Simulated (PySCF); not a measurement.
Molecule: B(I)3, SMILES IB(I)I. Atoms near the plane z = 0.6 Å, at the CAM-B3LYP/def2-SVP optimised geometry (x, y, z in Å): B1 (-0.5, 0.0, 0.0), I2 (1.6, 0.0, 0.0), I3 (-1.6, 1.8, 0.0), I4 (-1.6, -1.8, 0.0).

Computed with PySCF with CAM-B3LYP/def2-TZVP, def2 effective core potentials past Kr. The core electrons that the potentials of I replace are not part of the density. The values are rescaled to run from 0 to 1.

```
|6666666666666666666666666666666|
|6666666666666666666666666666666|
|6666666666666666666666666666666|
|6666665556666666666666666666666|
|6666655556677766666666666666666|
|6666655567887766666666666666666|
|6666666789998766666666666666666|
|6666667899998766666666666666666|
|6666778997887666666666666666666|
|6666779987766666666666666666666|
|6666778876666666666667776666666|
|6666677666788766666677776666666|
|6666666666899766666678876666666|
|6666666666887556776689986556666|
|6666666666664236887678986556666|
|6666666666541026997677996555666|
|6666666666664236887678986556666|
|6666666666887546776689986556666|
|6666666666899766666678876666666|
|6666677666788766666677776666666|
|6666778876666666666667776666666|
|6666779987766666666666666666666|
|6666778997887666666666666666666|
|6666667899998766666666666666666|
|6666666789998766666666666666666|
|6666655567887766666666666666666|
|6666655556677766666666666666666|
|6666665556666666666666666666666|
|6666666666666666666666666666666|
|6666666666666666666666666666666|
|6666666666666666666666666666666|
```
Scale: ten equal steps from 0.000 (start of '0') to 1.00 (end of '9'), in the order '0123456789'; x runs from -4.00 to 4.00, y from -4.00 (bottom) to 4.00 (top).

**Question.** Which quantity is mapped?
(A) log10 of the electron density
(B) an orbital amplitude
(C) Laplacian of the electron density
(D) deformation density (molecule minus spherical neutral atoms)

**Answer.** D, deformation density (molecule minus spherical neutral atoms). In full: deformation density (molecule minus spherical neutral atoms) (e/bohr³).
